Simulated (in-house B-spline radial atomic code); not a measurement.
Ionising Se¹⁹⁺ with different functionals

Computed with a B-spline radial code for spherical atoms: scalar-relativistic (spin-free X2C) Hamiltonian, Fermi nucleus of rms radius 4.14 fm, spin-polarised at highest spin, spherical fractional occupations for the functionals. The ionisation energy is the difference of two self-consistent energies, [Ne] 3s2 3p3 → [Ne] 3s2 3p2, without Breit or QED terms; ε is the level of the shell that loses the electron (its least bound occupied spin orbital). There is no spin-orbit coupling in this Hamiltonian.

Hybrids are left out here: with spherical fractional occupations of an open shell their exact exchange keeps a self-interaction that integer-occupation calculations don't have.

```tsv
method	rung	ΔSCF (eV)	-ε(3p) (eV)
LDA VWN5	LDA	?	?
PBE	GGA	796.90	774.09
RPBE	GGA	796.95	774.15
r2SCAN	meta-GGA	?	?
```

What does LDA VWN5 give?

ΔSCF 796.39 eV, and -ε(3p) = 773.46 eV.

What does r2SCAN give?

ΔSCF 798.56 eV, and -ε(3p) = 776.32 eV.

How do they compare with the NIST value?

NIST lists 798 eV ± 3 (semi-empirical, ground level to ground level). Errors run from -1.61 to +0.56 eV; all lie within about twice that uncertainty, so the table can't rank the methods.
